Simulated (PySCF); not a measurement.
CH5NSi, singlet, geometry from GFN2-xTB, atoms displaced at random by about 0.03 Å a coordinate; TPSS/STO-3G, gradient in PySCF.

The PySCF input:
```python
from pyscf import gto, scf, dft

mol = gto.M(
    atom='''
Si   -0.43953617    0.00200520    0.55161358
C     0.61043683    1.30687650   -0.29601215
H     0.51383442    2.29101703    0.03349714
H     0.35859828    1.37346515   -1.40348818
H     1.64213481    1.09568728   -0.23326466
N    -0.00391498   -1.34417257   -0.39315304
H     0.62756488   -1.35290044   -1.12909252
H    -0.42891061   -2.23386166   -0.26375951
''',
    basis='sto-3g',
    verbose=4,
)

mf = dft.RKS(mol)
mf.xc = 'tpss'
mf.grids.level = 1
mf.kernel()
g = mf.nuc_grad_method()
g.grid_response = True
grad = g.kernel()
```

Output, abridged:

```
PySCF version 2.14.0

[INPUT] verbose = 4
[INPUT] num. atoms = 8
[INPUT] num. electrons = 32
[INPUT] charge = 0
[INPUT] spin (= nelec alpha-beta = 2S) = 0
[INPUT] symmetry False subgroup None
[INPUT] Mole.unit = angstrom
[INPUT] Symbol           X                Y                Z      unit          X                Y                Z       unit  Magmom
[INPUT]  1 Si    -0.439536170000   0.002005200000   0.551613580000 AA   -0.830602983140   0.003789278825   1.042398592791 Bohr   0.0
[INPUT]  2 C      0.610436830000   1.306876500000  -0.296012150000 AA    1.153558425048   2.469638663630  -0.559381893044 Bohr   0.0
[INPUT]  3 H      0.513834420000   2.291017030000   0.033497140000 AA    0.971006327175   4.329394733414   0.063300420556 Bohr   0.0
[INPUT]  4 H      0.358598280000   1.373465150000  -1.403488180000 AA    0.677652537940   2.595472975135  -2.652208279264 Bohr   0.0
[INPUT]  5 H      1.642134810000   1.095687280000  -0.233264660000 AA    3.103185050515   2.070548877370  -0.440806321940 Bohr   0.0
[INPUT]  6 N     -0.003914980000  -1.344172570000  -0.393153040000 AA   -0.007398239983  -2.540118021453  -0.742951570640 Bohr   0.0
[INPUT]  7 H      0.627564880000  -1.352900440000  -1.129092520000 AA    1.185925748596  -2.556611305404  -2.133675632095 Bohr   0.0
[INPUT]  8 H     -0.428910610000  -2.233861660000  -0.263759510000 AA   -0.810523584820  -4.221386737566  -0.498433236649 Bohr   0.0

nuclear repulsion = 101.444845491804
number of shells = 16
number of NR pGTOs = 72
number of NR cGTOs = 24
basis = sto-3g
ecp = {}

******** <class 'pyscf.dft.rks.RKS'> ********
method = RKS
initial guess = minao
damping factor = 0
level_shift factor = 0
DIIS = <class 'pyscf.scf.diis.CDIIS'>
diis_start_cycle = 1
diis_space = 8
diis_damp = 0
SCF conv_tol = 1e-09
SCF conv_tol_grad = None
SCF max_cycles = 50
direct_scf = True
direct_scf_tol = 1e-13
XC library pyscf.dft.libxc version 7.1.2
    S. Lehtola, C. Steigemann, M. J. T. Oliveira, and M. A. L. Marques,  SoftwareX 7, 1–5 (2018)
XC functionals = tpss
    J. Tao, J. P. Perdew, V. N. Staroverov, and G. E. Scuseria,  Phys. Rev. Lett. 91, 146401 (2003)
    J. P. Perdew, J. Tao, V. N. Staroverov, and G. E. Scuseria,  J. Chem. Phys. 120, 6898 (2004)
    J. Tao, J. P. Perdew, V. N. Staroverov, and G. E. Scuseria,  Phys. Rev. Lett. 91, 146401 (2003)
    J. P. Perdew, J. Tao, V. N. Staroverov, and G. E. Scuseria,  J. Chem. Phys. 120, 6898 (2004)
radial grids:
    Treutler-Ahlrichs [JCP 102, 346 (1995); DOI:10.1063/1.469408] (M4) radial grids

becke partition: Becke, JCP 88, 2547 (1988); DOI:10.1063/1.454033
pruning grids: <function nwchem_prune>
grids dens level: 1
symmetrized grids: False
atomic radii adjust function: <function treutler_atomic_radii_adjust>
small_rho_cutoff = 0
Set gradient conv threshold to 3.16228e-05
Initial guess from minao.
tot grids = 29072
init E= -380.767154458118
  HOMO = -0.201727575871391  LUMO = -0.0279423943790387  gap/eV = 4.72894
cycle= 1 E= -380.724684338481  delta_E= 0.0425  |g|= 0.497  |ddm|= 3.38
  HOMO = -0.0318243623282031  LUMO = 0.133030205256981  gap/eV = 4.48592
cycle= 2 E= -380.335693839395  delta_E= 0.389  |g|=  1.2  |ddm|= 2.11
  HOMO = -0.0339294367053461  LUMO = 0.10689837221338  gap/eV = 3.83212
cycle= 3 E= -380.791815853525  delta_E= -0.456  |g|= 0.176  |ddm|= 1.74
  HOMO = -0.0592326459532536  LUMO = 0.0902296857598227  gap/eV = 4.06708
cycle= 4 E= -380.803822242918  delta_E= -0.012  |g|= 0.041  |ddm|= 0.356
  HOMO = -0.0646167552728594  LUMO = 0.0835624919471691  gap/eV = 4.03216
cycle= 5 E= -380.804317625575  delta_E= -0.000495  |g|= 0.0105  |ddm|= 0.069
  HOMO = -0.0630642817585969  LUMO = 0.0848364895145929  gap/eV = 4.02458
cycle= 6 E= -380.804363925534  delta_E= -4.63e-05  |g|= 0.0015  |ddm|= 0.0176
  HOMO = -0.0630513221339899  LUMO = 0.0847932336176972  gap/eV = 4.02306
cycle= 7 E= -380.804364838095  delta_E= -9.13e-07  |g|= 0.000123  |ddm|= 0.00253
  HOMO = -0.0630420238137832  LUMO = 0.08480152716849  gap/eV = 4.02303
cycle= 8 E= -380.804364844401  delta_E= -6.31e-09  |g|= 1.75e-05  |ddm|= 0.000283
  HOMO = -0.0630412479805322  LUMO = 0.0848028302171845  gap/eV = 4.02304
cycle= 9 E= -380.80436484468  delta_E= -2.79e-10  |g|= 2.56e-06  |ddm|= 8.28e-05
  HOMO = -0.063041035991703  LUMO = 0.0848031399313158  gap/eV = 4.02304
Extra cycle  E= -380.80436484468  delta_E= -1.14e-13  |g|= 2.93e-06  |ddm|= 1.84e-05
converged SCF energy = -380.80436484468

******** <class 'pyscf.grad.rks.Gradients'> for <class 'pyscf.dft.rks.RKS'> ********
unit = Eh/Bohr
grid_response = True
--------------- RKS gradients ---------------
         x                y                z
0 Si     0.0277909706     0.0032137012    -0.0295274714
1 C     0.0197843810     0.0255239206     0.0623916562
2 H     0.0123387076    -0.0468338148    -0.0260938296
3 H    -0.0073994471     0.0049486472    -0.0195668237
4 H    -0.0423417712     0.0113734481     0.0007991988
5 N     0.0265350805    -0.0511450803    -0.0502874248
6 H    -0.0568759795     0.0052120070     0.0690431100
7 H     0.0201680581     0.0477071711    -0.0067584155
----------------------------------------------
```
